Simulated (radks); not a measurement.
Neutral ruthenium inside a hard spherical wall (all orbitals vanish at R), configuration held at [Kr] 4d7 5s1 and not refilled when levels cross. Method: scalar-relativistic Kohn-Sham, PBE, spin-polarised, spherical densities, point nucleus; open shells are filled with parallel spins first (spin-orbit coupling, left out, can overturn this in heavy ions); computed with a radial shooting solver on a logarithmic mesh with Libxc functionals. Eigenvalues in eV for spin up, with the zero of energy where the potential of the charges vanishes at infinity; a dash marks a level that is unbound or too diffuse for the functional's potential to be trusted. A positive occupied level is held by the wall or, in an anion where self-interaction has pushed it up, behind a barrier. The pressure on the wall is -dE/dV.

R (bohr)  E (hartree)  kinetic (hartree)    e(4s)    e(4p)   e(4d)   e(5s)  e(5p, empty)  e(6s, empty)  pressure (GPa)
free      -4530.82464           4685.346  -76.991  -47.101  -5.965  -4.761        -1.195             -               0
15        -4530.82464           4685.346  -76.990  -47.101  -5.965  -4.761        -1.188         0.276        < 0.0001
10        -4530.82429           4685.349  -76.961  -47.071  -5.938  -4.735        -1.024         1.859         0.00918
8         -4530.82134           4685.372  -76.808  -46.919  -5.797  -4.584        -0.576         4.529           0.136
6         -4530.79257           4685.537  -75.958  -46.081  -5.039  -3.634         1.257        12.694            2.43
5         -4530.71818           4685.896  -74.521  -44.682  -3.769  -1.800         4.142        23.308            12.4
4         -4530.43334           4687.098  -70.922  -41.231  -0.488   3.692        11.829        47.552            78.8
3.5       -4530.02473           4688.698  -67.334  -37.820   3.005  10.329        20.510        71.931             228
2         -4518.47118           4730.184  -26.291    4.414  53.431  130.69        156.65        375.65           16700
